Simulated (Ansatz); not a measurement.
## Nudged elastic band run: C3H5B

input.yaml

```yaml
crystal:
  periodic: [false, false, false]
  atoms:
    - { symbol: B, position_ang: [-0.591966, 1.306737, -0.863237] }
    - { symbol: C, position_ang: [0.095646, 0.098942, -0.269325] }
    - { symbol: C, position_ang: [1.078148, -0.736602, -0.02549] }
    - { symbol: C, position_ang: [-0.06733, -0.948282, 0.876789] }
    - { symbol: H, position_ang: [-0.739733, 1.42225, -2.056236] }
    - { symbol: H, position_ang: [-1.029797, 2.157163, -0.125759] }
    - { symbol: H, position_ang: [2.139049, -0.937254, -0.172712] }
    - { symbol: H, position_ang: [-0.780329, -1.762543, 0.683261] }
    - { symbol: H, position_ang: [-0.015289, -0.64651, 1.935808] }
basis:
  gaussian: { orbitals: def2-SVP }
hamiltonian:
  xc: b3lyp
neb:
  order_check: false
  images: 5
  f_tol: 0.05
  max_iterations: 60
  max_displacement: 0.5
  optimiser: lbfgs
  final_atoms:
    - { symbol: B, position_ang: [-0.6584712, 1.01241549, -0.78849493] }
    - { symbol: C, position_ang: [-0.27917216, -0.37959674, -0.2591454] }
    - { symbol: C, position_ang: [1.14468449, -0.6385217, 0.30642756] }
    - { symbol: C, position_ang: [0.22828533, -0.55236936, 1.19847062] }
    - { symbol: H, position_ang: [-1.48449331, 1.14984417, -1.66200641] }
    - { symbol: H, position_ang: [-0.12217348, 1.99559681, -0.32903751] }
    - { symbol: H, position_ang: [2.1690863, -0.79360737, -0.01773577] }
    - { symbol: H, position_ang: [-0.7808813, -1.26233454, -0.6888796] }
    - { symbol: H, position_ang: [-0.12846566, -0.57752575, 2.22350045] }
  initial_path:
    images:
      - { positions_ang: [[-0.591966, 1.306737, -0.863237], [0.095646, 0.098942, -0.269325], [1.078148, -0.736602, -0.02549], [-0.06733, -0.948282, 0.876789], [-0.739733, 1.42225, -2.056236], [-1.029797, 2.157163, -0.125759], [2.139049, -0.937254, -0.172712], [-0.780329, -1.762543, 0.683261], [-0.015289, -0.64651, 1.935808]] }
      - { positions_ang: [[-0.62000173, 1.24914161, -0.8308906], [0.06871176, 0.06807928, -0.19954748], [1.08938246, -0.79163896, -0.00887875], [0.0132083, -0.93849041, 0.90611986], [-0.57990779, 1.50065774, -1.95888632], [-1.27307353, 1.9653913, -0.2023764], [2.13206852, -1.04804126, -0.22604215], [-0.85541444, -1.45676087, 0.54631191], [0.11342544, -0.59443742, 1.95728893]] }
      - { positions_ang: [[-0.64803746, 1.19154621, -0.79854419], [0.04177752, 0.03721655, -0.12976996], [1.10061693, -0.84667593, 0.00773251], [0.09374659, -0.92869882, 0.93545072], [-0.42008257, 1.57906548, -1.86153664], [-1.51635006, 1.77361959, -0.27899381], [2.12508804, -1.15882852, -0.2793723], [-0.93049987, -1.15097873, 0.40936282], [0.24213988, -0.54236484, 1.97876986]] }
      - { positions_ang: [[-0.67607319, 1.13395082, -0.76619779], [0.01484329, 0.00635383, -0.05999245], [1.11185139, -0.90171289, 0.02434376], [0.17428489, -0.91890723, 0.96478157], [-0.26025736, 1.65747322, -1.76418695], [-1.75962658, 1.58184789, -0.35561121], [2.11810756, -1.26961578, -0.33270246], [-1.00558531, -0.8451966, 0.27241373], [0.37085432, -0.49029226, 2.00025079]] }
      - { positions_ang: [[-0.67020586, 1.09343904, -0.77363017], [-0.08316186, -0.12229636, -0.12637677], [1.12279576, -0.8139825, 0.11837169], [0.19228504, -0.79672794, 1.04267792], [-0.66833601, 1.48826354, -1.73012677], [-1.21380888, 1.7197642, -0.34675331], [2.13510047, -1.11094631, -0.22771356], [-0.93068397, -0.98424258, -0.04801738], [0.20441433, -0.51937009, 2.07466735]] }
      - { positions_ang: [[-0.66433853, 1.05292726, -0.78106255], [-0.18116701, -0.25094655, -0.19276108], [1.13374012, -0.7262521, 0.21239962], [0.21028518, -0.67454865, 1.12057427], [-1.07641466, 1.31905385, -1.69606659], [-0.66799118, 1.8576805, -0.33789541], [2.15209339, -0.95227684, -0.12272466], [-0.85578264, -1.12328856, -0.36844849], [0.03797434, -0.54844792, 2.1490839]] }
      - { positions_ang: [[-0.6584712, 1.01241549, -0.78849493], [-0.27917216, -0.37959674, -0.2591454], [1.14468449, -0.6385217, 0.30642756], [0.22828533, -0.55236936, 1.19847062], [-1.48449331, 1.14984417, -1.66200641], [-0.12217348, 1.99559681, -0.32903751], [2.1690863, -0.79360737, -0.01773577], [-0.7808813, -1.26233454, -0.6888796], [-0.12846566, -0.57752575, 2.22350045]] }
```

Launched with:

```bash
$ ansatz run input.yaml --threads 1 --pin off --max-ram 2048MiB --backend cpu --events-out ev --progress --plain --runs-dir out
```

Output, in part (warnings, iteration lines):

```
NEB end point (image 0): max|allowed force component| = 1.659e-2 eV/Å (the criterion of neb.relax_end_points is 1.000e-2)
NEB end point (image 6): max|allowed force component| = 1.443e-2 eV/Å (the criterion of neb.relax_end_points is 1.000e-2)
NEB iter   1: max|band force component| = 1.112e1 eV/Å  barrier→ = 5.6546 eV  barrier← = 5.3231 eV  Δτ_max = 0.1997 Å  (182 SCF iters)
NEB iter   2: max|band force component| = 1.147e1 eV/Å  barrier→ = 4.1973 eV  barrier← = 3.8658 eV  Δτ_max = 0.1871 Å  (150 SCF iters)
NEB iter   3: max|band force component| = 1.349e1 eV/Å  barrier→ = 3.6496 eV  barrier← = 3.3181 eV  Δτ_max = 0.1951 Å  (142 SCF iters)
NEB iter   4: max|band force component| = 1.735e1 eV/Å  barrier→ = 4.3643 eV  barrier← = 4.0328 eV  Δτ_max = 0.2658 Å  (141 SCF iters)
NEB iter   5: max|band force component| = 3.710e1 eV/Å  barrier→ = 6.8795 eV  barrier← = 6.5480 eV  Δτ_max = 0.1749 Å  (142 SCF iters)
NEB iter   6: max|band force component| = 3.498e0 eV/Å  barrier→ = 2.5957 eV  barrier← = 2.2642 eV  Δτ_max = 0.0159 Å  (137 SCF iters)
NEB iter   7: max|band force component| = 2.648e0 eV/Å  barrier→ = 2.5310 eV  barrier← = 2.1995 eV  Δτ_max = 0.0664 Å  (125 SCF iters)
NEB iter   8: max|band force component| = 4.512e0 eV/Å  barrier→ = 2.2868 eV  barrier← = 1.9553 eV  Δτ_max = 0.0729 Å  (130 SCF iters)
NEB iter   9: max|band force component| = 6.191e0 eV/Å  barrier→ = 2.1892 eV  barrier← = 1.8577 eV  Δτ_max = 0.1010 Å  (131 SCF iters)
NEB iter  10: max|band force component| = 1.059e1 eV/Å  barrier→ = 2.0980 eV  barrier← = 1.7665 eV  Δτ_max = 0.0569 Å  (132 SCF iters)
NEB iter  11: max|band force component| = 1.216e0 eV/Å  barrier→ = 2.0795 eV  barrier← = 1.7479 eV  Δτ_max = 0.0082 Å  (123 SCF iters)
NEB iter  12: max|band force component| = 1.180e0 eV/Å  barrier→ = 2.0431 eV  barrier← = 1.7116 eV  Δτ_max = 0.2158 Å  (122 SCF iters)
NEB iter  13: max|band force component| = 5.265e0 eV/Å  barrier→ = 1.5407 eV  barrier← = 1.2091 eV  Δτ_max = 0.0774 Å  (143 SCF iters)
NEB iter  14: max|band force component| = 6.146e0 eV/Å  barrier→ = 1.5644 eV  barrier← = 1.2328 eV  Δτ_max = 0.0370 Å  (132 SCF iters)
NEB iter  15: max|band force component| = 1.541e0 eV/Å  barrier→ = 1.5349 eV  barrier← = 1.2033 eV  Δτ_max = 0.0127 Å  (124 SCF iters)
NEB iter  16: max|band force component| = 6.966e-1 eV/Å  barrier→ = 1.5309 eV  barrier← = 1.1994 eV  Δτ_max = 0.0366 Å  (124 SCF iters)
NEB iter  17: max|band force component| = 1.463e0 eV/Å  barrier→ = 1.5184 eV  barrier← = 1.1869 eV  Δτ_max = 0.0288 Å  (129 SCF iters)
NEB iter  18: max|band force component| = 2.538e0 eV/Å  barrier→ = 1.5177 eV  barrier← = 1.1862 eV  Δτ_max = 0.0414 Å  (126 SCF iters)
NEB iter  19: max|band force component| = 5.001e0 eV/Å  barrier→ = 1.5184 eV  barrier← = 1.1869 eV  Δτ_max = 0.0236 Å  (125 SCF iters)
NEB iter  20: max|band force component| = 5.439e-1 eV/Å  barrier→ = 1.5181 eV  barrier← = 1.1866 eV  Δτ_max = 0.0048 Å  (119 SCF iters)
NEB iter  21: max|band force component| = 5.359e-1 eV/Å  barrier→ = 1.5172 eV  barrier← = 1.1857 eV  Δτ_max = 0.1865 Å  (110 SCF iters)
NEB iter  22: max|band force component| = 2.067e0 eV/Å  barrier→ = 1.5161 eV  barrier← = 1.1846 eV  Δτ_max = 0.0317 Å  (136 SCF iters)
NEB iter  23: max|band force component| = 2.865e0 eV/Å  barrier→ = 1.5110 eV  barrier← = 1.1795 eV  Δτ_max = 0.0424 Å  (127 SCF iters)
NEB iter  24: max|band force component| = 4.378e0 eV/Å  barrier→ = 1.5114 eV  barrier← = 1.1799 eV  Δτ_max = 0.0244 Å  (125 SCF iters)
NEB iter  25: max|band force component| = 3.115e0 eV/Å  barrier→ = 1.5073 eV  barrier← = 1.1758 eV  CI = image 2  Δτ_max = 0.0517 Å  (122 SCF iters)
NEB iter  26: max|band force component| = 4.021e0 eV/Å  barrier→ = 2.0380 eV  barrier← = 1.7065 eV  CI = image 2  Δτ_max = 0.0747 Å  (125 SCF iters)
NEB iter  27: max|band force component| = 4.351e0 eV/Å  barrier→ = 2.8022 eV  barrier← = 2.4707 eV  CI = image 2  Δτ_max = 0.0864 Å  (125 SCF iters)
NEB iter  28: max|band force component| = 4.381e0 eV/Å  barrier→ = 3.6928 eV  barrier← = 3.3613 eV  CI = image 2  Δτ_max = 0.0903 Å  (126 SCF iters)
NEB iter  29: max|band force component| = 4.236e0 eV/Å  barrier→ = 4.6171 eV  barrier← = 4.2855 eV  CI = image 2  Δτ_max = 0.5000 Å  (132 SCF iters)
NEB iter  30: max|band force component| = 1.326e1 eV/Å  barrier→ = 4.6287 eV  barrier← = 4.2972 eV  CI = image 2  Δτ_max = 0.1959 Å  (158 SCF iters)
NEB iter  31: max|band force component| = 2.471e1 eV/Å  barrier→ = 3.4585 eV  barrier← = 3.1269 eV  CI = image 3  Δτ_max = 0.3829 Å  (135 SCF iters)
NEB iter  32: max|band force component| = 2.775e1 eV/Å  barrier→ = 8.5336 eV  barrier← = 8.2021 eV  CI = image 3  Δτ_max = 0.4028 Å  (144 SCF iters)
NEB iter  33: max|band force component| = 1.531e1 eV/Å  barrier→ = 4.6676 eV  barrier← = 4.3361 eV  CI = image 3  Δτ_max = 0.1243 Å  (143 SCF iters)
NEB iter  34: max|band force component| = 3.974e0 eV/Å  barrier→ = 2.3699 eV  barrier← = 2.0384 eV  CI = image 3  Δτ_max = 0.0321 Å  (133 SCF iters)
NEB iter  35: max|band force component| = 4.199e0 eV/Å  barrier→ = 2.0865 eV  barrier← = 1.7550 eV  CI = image 2  Δτ_max = 0.0635 Å  (124 SCF iters)
NEB iter  36: max|band force component| = 3.499e0 eV/Å  barrier→ = 2.0100 eV  barrier← = 1.6785 eV  CI = image 2  Δτ_max = 0.2140 Å  (130 SCF iters)
NEB iter  37: max|band force component| = 8.725e0 eV/Å  barrier→ = 1.9874 eV  barrier← = 1.6558 eV  CI = image 2  Δτ_max = 0.1341 Å  (138 SCF iters)
NEB iter  38: max|band force component| = 1.030e1 eV/Å  barrier→ = 1.8324 eV  barrier← = 1.5009 eV  CI = image 2  Δτ_max = 0.1808 Å  (131 SCF iters)
NEB iter  39: max|band force component| = 2.566e1 eV/Å  barrier→ = 3.3706 eV  barrier← = 3.0391 eV  CI = image 3  Δτ_max = 0.4076 Å  (130 SCF iters)
NEB iter  40: max|band force component| = 3.522e1 eV/Å  barrier→ = 11.0261 eV  barrier← = 10.6946 eV  CI = image 3  Δτ_max = 0.1908 Å  (138 SCF iters)
NEB iter  41: max|band force component| = 8.787e0 eV/Å  barrier→ = 2.2016 eV  barrier← = 1.8701 eV  CI = image 3  Δτ_max = 0.1095 Å  (129 SCF iters)
NEB iter  42: max|band force component| = 2.321e0 eV/Å  barrier→ = 1.5470 eV  barrier← = 1.2155 eV  CI = image 2  Δτ_max = 0.0401 Å  (124 SCF iters)
NEB iter  43: max|band force component| = 2.756e0 eV/Å  barrier→ = 1.4933 eV  barrier← = 1.1617 eV  CI = image 2  Δτ_max = 0.0450 Å  (125 SCF iters)
NEB iter  44: max|band force component| = 3.082e0 eV/Å  barrier→ = 1.4773 eV  barrier← = 1.1457 eV  CI = image 2  Δτ_max = 0.0487 Å  (124 SCF iters)
NEB iter  45: max|band force component| = 3.446e0 eV/Å  barrier→ = 1.5090 eV  barrier← = 1.1775 eV  CI = image 2  Δτ_max = 0.0533 Å  (127 SCF iters)
NEB iter  46: max|band force component| = 3.796e0 eV/Å  barrier→ = 1.5960 eV  barrier← = 1.2645 eV  CI = image 2  Δτ_max = 0.0580 Å  (128 SCF iters)
NEB iter  47: max|band force component| = 4.324e0 eV/Å  barrier→ = 1.7504 eV  barrier← = 1.4189 eV  CI = image 2  Δτ_max = 0.0656 Å  (127 SCF iters)
NEB iter  48: max|band force component| = 5.552e0 eV/Å  barrier→ = 2.0017 eV  barrier← = 1.6702 eV  CI = image 2  Δτ_max = 0.0898 Å  (131 SCF iters)
NEB iter  49: max|band force component| = 9.970e0 eV/Å  barrier→ = 2.3982 eV  barrier← = 2.0667 eV  CI = image 2  Δτ_max = 0.1676 Å  (132 SCF iters)
NEB iter  50: max|band force component| = 1.389e1 eV/Å  barrier→ = 3.0999 eV  barrier← = 2.7684 eV  CI = image 2  Δτ_max = 0.0792 Å  (141 SCF iters)
NEB iter  51: max|band force component| = 5.754e0 eV/Å  barrier→ = 2.7363 eV  barrier← = 2.4048 eV  CI = image 2  Δτ_max = 0.0515 Å  (131 SCF iters)
NEB iter  52: max|band force component| = 5.881e0 eV/Å  barrier→ = 3.0204 eV  barrier← = 2.6888 eV  CI = image 2  Δτ_max = 0.0883 Å  (126 SCF iters)
NEB iter  53: max|band force component| = 5.718e0 eV/Å  barrier→ = 3.5489 eV  barrier← = 3.2174 eV  CI = image 2  Δτ_max = 0.5000 Å  (127 SCF iters)
NEB iter  54: max|band force component| = 9.290e0 eV/Å  barrier→ = 5.4532 eV  barrier← = 5.1217 eV  CI = image 2  Δτ_max = 0.1412 Å  (152 SCF iters)
NEB iter  55: max|band force component| = 2.058e1 eV/Å  barrier→ = 4.7013 eV  barrier← = 4.3698 eV  CI = image 2  Δτ_max = 0.0856 Å  (135 SCF iters)
NEB iter  56: max|band force component| = 3.216e0 eV/Å  barrier→ = 4.8197 eV  barrier← = 4.4882 eV  CI = image 2  Δτ_max = 0.0197 Å  (128 SCF iters)
NEB iter  57: max|band force component| = 3.855e0 eV/Å  barrier→ = 4.5382 eV  barrier← = 4.2067 eV  CI = image 2  Δτ_max = 0.0570 Å  (123 SCF iters)
NEB iter  58: max|band force component| = 5.067e0 eV/Å  barrier→ = 3.8403 eV  barrier← = 3.5087 eV  CI = image 2  Δτ_max = 0.0741 Å  (130 SCF iters)
NEB iter  59: max|band force component| = 5.760e0 eV/Å  barrier→ = 3.3377 eV  barrier← = 3.0061 eV  CI = image 2  Δτ_max = 0.0855 Å  (130 SCF iters)
NEB iter  60: max|band force component| = 5.946e0 eV/Å  barrier→ = 3.1856 eV  barrier← = 2.8541 eV  CI = image 2  Δτ_max = 0.0902 Å  (131 SCF iters)
Error: NEB band did not converge after 60 iterations: max|band force component| = 5.95e0 eV/Å (threshold 5.0e-2); raise `neb.max_iterations` in a new run, which can start from the last band evaluated (`neb.initial_path`, with `crystal.atoms` and `neb.final_atoms` set to its first and last images), …
```

The run ended unconverged. The band didn't meet its force threshold, so its energies are provisional: the largest band force was still 5.95 eV/Å, and over the last iterations the top moved between 3.19 and 3.84 eV. Neighbouring images lie up to 1.7 Å apart, so the band is torn or far too coarse. The orbitals stay closed-shell, which can raise the energy where a bond breaks towards radicals; this wasn't checked here.

Final band (atoms are numbered from 1 in the order of the input):

```tsv
image	path coordinate (Å)	energy (eV)	C4–H8 (Å)	C2–H8 (Å)
0	0.00	0.00	1.10	2.27
1	1.66	0.15	1.10	2.23
2	3.24	3.19	1.31	1.66
3	4.79	0.72	2.07	1.11
4	6.13	0.69	2.25	1.12
5	7.20	0.60	2.27	1.10
6	8.19	0.33	2.25	1.10
```

The run took 9.4 min on 1 thread of Arm Neoverse V2, with other jobs on the host, peak memory 0.25 GiB.
